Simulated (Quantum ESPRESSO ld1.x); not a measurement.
Problem. Species: Bi II. Configuration: [Hg] 6p2 (the NIST ground configuration). Calculated with ld1.x of Quantum ESPRESSO 7.5: Dirac Kohn-Sham, LDA (Slater exchange, Perdew-Zunger correlation), spin-unpolarised, spherical densities, point nucleus; open shells are shared between the two j in proportion to 2j + 1; speed of light set to 116.481 atomic units (0.85 times the physical value, a model run). Some entries of the table are withheld. Estimate them.

orbital      occ.  eigenvalue (hartree)  <r^2> (bohr^2)  <r> (bohr)
1s1/2           2              -3512.43       0.0003052     0.01467
2s1/2           2              -649.286        0.004514     0.06099
2p1/2           2              -622.807        0.003090     0.04913
2p3/2           4              -489.237        0.004738     0.06229
3s1/2           2              -157.193         0.03008      0.1614
3p1/2           2              -145.606         0.02714      0.1519
3p3/2           4              -115.512         0.03615      0.1762
3d3/2           4              -97.8337         0.02745      0.1527
3d5/2           6              -92.2017         0.02983      0.1597
4s1/2           2              -36.6643          0.1450      0.3579
4p1/2           2                   (1)          0.1464         (2)
4p3/2           4                   (3)          0.1907         (4)
4d3/2           4              -16.6134          0.1974         (5)
4d5/2           6              -15.3862          0.2123         (6)
5s1/2           2              -6.77153          0.6979      0.7889
4f5/2           6                   (7)          0.2332      0.4414
4f7/2           8                   (8)          0.2423      0.4501
5p1/2           2              -5.02499          0.7922         (9)
5p3/2           4              -3.56375           1.063        (10)
5d3/2           4              -1.32518           1.696       1.210
5d5/2           6              -1.17311           1.880       1.273
6s1/2           2              -0.90136           4.522       2.003
6p1/2    0.666667                  (11)           6.664       2.419
6p3/2     1.33333                  (12)           9.579       2.902

Solution. 
(1) 4p1/2 eigenvalue (hartree): -31.6794
(2) 4p1/2 <r> (bohr): 0.3581
(3) 4p3/2 eigenvalue (hartree): -24.1908
(4) 4p3/2 <r> (bohr): 0.4094
(5) 4d3/2 <r> (bohr): 0.4131
(6) 4d5/2 <r> (bohr): 0.4287
(7) 4f5/2 eigenvalue (hartree): -5.72460
(8) 4f7/2 eigenvalue (hartree): -5.45363
(9) 5p1/2 <r> (bohr): 0.8381
(10) 5p3/2 <r> (bohr): 0.9706
(11) 6p1/2 eigenvalue (hartree): -0.53477
(12) 6p3/2 eigenvalue (hartree): -0.39684
